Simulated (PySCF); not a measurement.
Series GeXY, Y = hydroxy, computed as singlets and as triplets. Isolated molecules, 0 K electronic values unless said otherwise. One relaxed conformer stands for each flexible species; it need not be the lowest. Strings in code marks are SMILES.

The highest occupied spin orbital from two functionals at the same geometries (B3LYP-D3(BJ)/def2-TZVP), both in PySCF: PBE-D3(BJ)/def2-TZVP and B3LYP-D3(BJ)/def2-TZVP. B3LYP has the VWN-RPA correlation part, as in Gaussian. 

```json
[
 {"species": "X = mercapto, multiplicity 3 (`[SH][Ge][OH]` (excited triplet; H–O–Ge–S torsion -95°, O–Ge–S–H torsion -89°))", "PBE-D3(BJ)/def2-TZVP (eV)": "-4.06", "B3LYP-D3(BJ)/def2-TZVP (eV)": "-4.82"},
 {"species": "X = formyl, multiplicity 3 (`O=[CH][Ge][OH]` (excited triplet; O–C–Ge–O torsion -180°, C–Ge–O–H torsion -180°))", "PBE-D3(BJ)/def2-TZVP (eV)": "-4.31", "B3LYP-D3(BJ)/def2-TZVP (eV)": "-5.05"},
 {"species": "X = isocyano, multiplicity 3 (`[C-]#[N+][Ge][OH]` (excited triplet))", "PBE-D3(BJ)/def2-TZVP (eV)": "-4.51", "B3LYP-D3(BJ)/def2-TZVP (eV)": "-5.30"},
 {"species": "X = H, multiplicity 3 (`[OH][GeH]` (excited triplet; H–O–Ge–H torsion 102°))", "PBE-D3(BJ)/def2-TZVP (eV)": "-4.02", "B3LYP-D3(BJ)/def2-TZVP (eV)": "-4.79"}
]
```

Over these rows, drawn at random from the members with no instability flagged (it was tested for open shells, ions and some series alone), PBE minus B3LYP-D3(BJ): mean +0.77 eV, from +0.75 eV to +0.80 eV.
